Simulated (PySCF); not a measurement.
# How methods differ on the ionisation energy of Sc²⁺

Sc²⁺ [Ar] 3d1 (2D) → Sc³⁺ [Ar] (1S), as a difference of total energies. Computed with PySCF 2.14 in def2-TZVP, with the non-relativistic Hamiltonian (point nucleus). The calculations carry no spin-orbit coupling.

| method | ionisation energy (eV) | difference from reference (eV) |
| --- | --- | --- |
| UHF | 23.926 | -0.831 |
| PBE | 25.421 | +0.664 |
| B3LYP | 25.455 | +0.698 |

Reference: 24.757 eV (measured; NIST Atomic Spectra Database, ionization energies).

These non-relativistic numbers lack the scalar-relativistic shift.

The reference lies between the lowest fine-structure levels, while these numbers refer to the centres of the terms.
